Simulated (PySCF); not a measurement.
C5H5F, SMILES C#CCC(=C)F. Geometry: PBE-D3(BJ)/def2-SVP. This is a generated structure with no PubChem entry under its InChIKey; it may be hypothetical. Other conformers were not sampled.

Computed equilibrium geometry at PBE-D3(BJ)/def2-SVP (PySCF confirms it by a frequency run) as a Z-matrix (one conformer of several):
```
C
H 1 1.1097
H 1 1.1146 2 106.50
C 1 1.4635 2 110.30 3 -118.08
C 4 1.2214 3 150.10 1 -179.83
H 5 1.0808 3 161.00 1 -179.41
C 1 1.5091 2 108.79 3 116.55
C 7 1.3402 1 127.06 2 1.95
F 7 1.3486 8 120.69 1 179.21
H 8 1.0975 7 120.24 9 -179.47
H 8 1.0988 10 119.25 7 -179.91
```
